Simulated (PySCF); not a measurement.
I (SMILES [I+]), charge +1, triplet (all electrons, no relativity); PBE0/STO-3G run with PySCF.

Here is a job for PySCF.
```python
from pyscf import gto, scf, dft

mol = gto.M(
    atom='''
I     0.00000000    0.00000000    0.00000000
''',
    basis='sto-3g',
    charge=1,
    spin=2,
    verbose=4,
)

mf = dft.UKS(mol)
mf.xc = 'pbe0'
mf.init_guess = 'huckel'
mf.kernel()
```

What the program printed (banner, timings and long lists left out):

```
PySCF version 2.14.0

[INPUT] verbose = 4
[INPUT] num. atoms = 1
[INPUT] num. electrons = 52
[INPUT] charge = 1
[INPUT] spin (= nelec alpha-beta = 2S) = 2
[INPUT] symmetry False subgroup None
[INPUT] Mole.unit = angstrom
[INPUT] Symbol           X                Y                Z      unit          X                Y                Z       unit  Magmom
[INPUT]  1 I      0.000000000000   0.000000000000   0.000000000000 AA    0.000000000000   0.000000000000   0.000000000000 Bohr   0.0

nuclear repulsion = 0
number of shells = 11
number of NR pGTOs = 81
number of NR cGTOs = 27
basis = sto-3g
ecp = {}

******** <class 'pyscf.dft.uks.UKS'> ********
method = UKS
initial guess = huckel
damping factor = 0
level_shift factor = 0
DIIS = <class 'pyscf.scf.diis.CDIIS'>
diis_start_cycle = 1
diis_space = 8
diis_damp = 0
SCF conv_tol = 1e-09
SCF conv_tol_grad = None
SCF max_cycles = 50
direct_scf = True
direct_scf_tol = 1e-13
number electrons alpha = 27  beta = 25
XC library pyscf.dft.libxc version 7.1.2
    S. Lehtola, C. Steigemann, M. J. T. Oliveira, and M. A. L. Marques,  SoftwareX 7, 1–5 (2018)
XC functionals = pbe0
    C. Adamo and V. Barone,  J. Chem. Phys. 110, 6158 (1999)
    M. Ernzerhof and G. E. Scuseria,  J. Chem. Phys. 110, 5029 (1999)
radial grids:
    Treutler-Ahlrichs [JCP 102, 346 (1995); DOI:10.1063/1.469408] (M4) radial grids

becke partition: Becke, JCP 88, 2547 (1988); DOI:10.1063/1.454033
pruning grids: <function nwchem_prune>
grids dens level: 3
symmetrized grids: False
atomic radii adjust function: <function treutler_atomic_radii_adjust>
small_rho_cutoff = 0
Set gradient conv threshold to 3.16228e-05
Initial guess from on-the-fly Huckel, doi:10.1021/acs.jctc.8b01089.
Spherically averaged atomic HF for {'I'}

******** <class 'pyscf.scf.atom_hf.AtomSphAverageRHF'> ********
method = AtomSphAverageRHF
initial guess = minao
damping factor = 0
level_shift factor = 0
DIIS = <class 'pyscf.scf.diis.CDIIS'>
diis_start_cycle = 1
diis_space = 8
diis_damp = 0
SCF conv_tol = 1e-09
SCF conv_tol_grad = None
SCF max_cycles = 50
direct_scf = True
direct_scf_tol = 1e-13
atom = I
Set gradient conv threshold to 3.16228e-05
Initial guess from minao.
init E= -6828.31459046605
cycle= 1 E= -6850.5214803632  delta_E= -22.2  |g|=    0  |ddm|= 0.415
cycle= 2 E= -6850.52188569597  delta_E= -0.000405  |g|=    0  |ddm|= 0.0105
cycle= 3 E= -6850.52188576026  delta_E= -6.43e-08  |g|=    0  |ddm|= 0.000132
cycle= 4 E= -6850.52188576025  delta_E= 1e-11  |g|=    0  |ddm|= 2.72e-07
Extra cycle  E= -6850.52188576025  delta_E=    0  |g|=    0  |ddm|= 3.5e-11
Atomic HF for atom  I  converged. SCF energy = -6850.52188576025

tot grids = 21960
init E= -6852.19966192354
cycle= 1 E= -6852.19986131267  delta_E= -0.000199  |g|= 0.000462  |ddm|= 0.0125
cycle= 2 E= -6852.19986135915  delta_E= -4.65e-08  |g|= 8.34e-06  |ddm|= 0.000202
cycle= 3 E= -6852.19986135916  delta_E= -1.27e-11  |g|= 1.34e-08  |ddm|= 3.7e-06
Extra cycle  E= -6852.19986135916  delta_E= -1.82e-12  |g|= 3.06e-09  |ddm|= 6.32e-08
converged SCF energy = -6852.19986135916  <S^2> = 2  2S+1 = 3
```
